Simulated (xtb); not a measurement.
H2MoO4, charge -1, doublet, at a GFN2-xTB geometry (such geometries of metal compounds can be far from the true shape) (the multiplicity is a formal guess); xtb with GFN1-xTB.

Here is a job for xtb.
```
$ xtb mol.xyz --gfn 1 --chrg -1 --uhf 1 --json

# file mol.xyz
7

Mo     0.15149038     0.00251158     0.01859891
O      1.26724167    -0.16632926    -1.20631608
O      0.93177013     0.20278703     1.47629510
O     -1.24429305    -0.98285415    -0.93786295
H     -0.91723910    -1.36587719    -1.75472871
O     -1.46557986     0.93792672     0.60516404
H     -1.35846784     1.32814787     1.47533361
```

Output, abridged:

```
   ID    Z sym.   atoms
    1   42 Mo     1
    2    8 O      2-4, 6
    3    1 H      5, 7

           -------------------------------------------------
          |                Calculation Setup                |
           -------------------------------------------------

           -------------------------------------------------
          |                 G F N 1 - x T B                 |
           -------------------------------------------------

          ...................................................
          :                      SETUP                      :
          :.................................................:
          :  # basis functions                  30          :
          :  # atomic orbitals                  29          :
          :  # shells                           15          :
          :  # electrons                        33          :
          :  # halogen bonds                     0          :
          :  max. iterations                   250          :
          :  Hamiltonian                  GFN1-xTB          :
          :  restarted?                      false          :
          :  GBSA solvation                  false          :
          :  PC potential                    false          :
          :  electronic temp.          300.0000000     K    :
          :  accuracy                    1.0000000          :
          :  -> integral cutoff          0.2500000E+02      :
          :  -> integral neglect         0.1000000E-07      :
          :  -> SCF convergence          0.1000000E-05 Eh   :
          :  -> wf. convergence          0.2000000E-04 e    :
          :  Broyden damping             0.4000000          :
          :  net charge                         -1          :
          :  unpaired electrons                  1          :
          ...................................................

 iter      E             dE          RMSdq      gap      omega  full diag
   1    -22.3889936 -0.223890E+02  0.787E+00    2.02       0.0  T
   2    -22.3963916 -0.739809E-02  0.456E+00    2.07       1.0  T
   3    -22.3961003  0.291329E-03  0.711E-01    2.06       1.0  T
   4    -22.3964638 -0.363494E-03  0.596E-02    2.08       1.0  T
   5    -22.3965023 -0.384962E-04  0.256E-02    2.07       1.5  T
   6    -22.3965029 -0.629552E-06  0.240E-03    2.07      15.7  T
   7    -22.3965030 -0.131851E-07  0.435E-04    2.07      87.0  T
   8    -22.3965030 -0.925578E-09  0.322E-05    2.07    1173.4  T
   9    -22.3965030 -0.484945E-11  0.104E-07    2.07  100000.0  T

   *** convergence criteria satisfied after 9 iterations ***

         :::::::::::::::::::::::::::::::::::::::::::::::::::::
         ::                     SUMMARY                     ::
         :::::::::::::::::::::::::::::::::::::::::::::::::::::
         :: total energy             -22.291065696942 Eh    ::
         :: gradient norm              0.049193657982 Eh/a0 ::
         :: HOMO-LUMO gap              2.073256850818 eV    ::
         ::.................................................::
         :: SCC energy               -22.396502952751 Eh    ::
         :: -> electrostatic           0.461178331679 Eh    ::
         :: repulsion energy           0.107535150965 Eh    ::
         :: dispersion energy         -0.002097895156 Eh    ::
         :: halogen bond corr.         0.000000000000 Eh    ::
         :: add. restraining           0.000000000000 Eh    ::
         :: total charge              -1.000000000000 e     ::
         :::::::::::::::::::::::::::::::::::::::::::::::::::::

           -------------------------------------------------
          |                Property Printout                |
           -------------------------------------------------

    * Orbital Energies and Occupations

         #    Occupation            Energy/Eh            Energy/eV
      -------------------------------------------------------------
         1        2.0000           -0.5430563             -14.7773
       ...           ...                  ...                  ...
         5        2.0000           -0.3842032             -10.4547
         6        2.0000           -0.3467539              -9.4357
         7        2.0000           -0.3076878              -8.3726
         8        2.0000           -0.3002678              -8.1707
         9        2.0000           -0.2946725              -8.0184
        10        2.0000           -0.2887198              -7.8565
        11        2.0000           -0.2824313              -7.6853
        12        2.0000           -0.2792091              -7.5977
        13        2.0000           -0.2737832              -7.4500
        14        2.0000           -0.2570480              -6.9946
        15        2.0000           -0.2560275              -6.9669
        16        2.0000           -0.2443217              -6.6483
        17        1.0000           -0.1288651              -3.5066 (HOMO)
        18                         -0.0526744              -1.4333 (LUMO)
        19                         -0.0431892              -1.1752
        20                          0.0286877               0.7806
        21                          0.0803192               2.1856
        22                          0.0946972               2.5768
        23                          0.1165186               3.1706
        24                          0.3326520               9.0519
        25                          0.5181825              14.1005
        26                          0.5276654              14.3585
        27                          0.5975758              16.2609
        28                          0.7920370              21.5524
        29                          0.8719257              23.7263
      -------------------------------------------------------------
                  HL-Gap            0.0761908 Eh            2.0733 eV
             Fermi-level           -0.1386816 Eh           -3.7737 eV

  Mulliken/CM5 charges         n(s)   n(p)   n(d)
     1Mo    1.50433  2.20022   0.650  0.998  2.847
     2O    -0.79096 -1.02928   1.726  5.065  0.000
     3O    -0.79096 -1.02928   1.726  5.065  0.000
     4O    -0.75662 -1.03827   1.686  5.070  0.000
     5H     0.29542  0.46744   0.705  0.000  0.000
     6O    -0.75662 -1.03827   1.686  5.070  0.000
     7H     0.29542  0.46744   0.705  0.000  0.000

Wiberg/Mayer (AO) data.
largest (>0.10) Wiberg bond orders for each atom

 ---------------------------------------------------------------------------
     #   Z sym  total        # sym  WBO       # sym  WBO       # sym  WBO
 ---------------------------------------------------------------------------
     1  42 Mo   5.481 --     2 O    1.834     3 O    1.834     4 O    0.873
                             6 O    0.873
     2   8 O    2.000 --     1 Mo   1.834
     3   8 O    2.000 --     1 Mo   1.834
     4   8 O    1.854 --     5 H    0.884     1 Mo   0.873
     5   1 H    0.933 --     4 O    0.884
     6   8 O    1.854 --     7 H    0.884     1 Mo   0.873
     7   1 H    0.933 --     6 O    0.884
 ---------------------------------------------------------------------------

Topologies differ in total number of bonds
Writing topology from bond orders to xtbtopo.mol

 dipole moment from electron density (au)
     X       Y       Z
  -0.6655  -0.0110  -0.0817  total (Debye):    1.705

           -------------------------------------------------
          | TOTAL ENERGY              -22.291065696942 Eh   |
          | GRADIENT NORM               0.049193657982 Eh/α |
          | HOMO-LUMO GAP               2.073256850818 eV   |
           -------------------------------------------------

normal termination of xtb
```
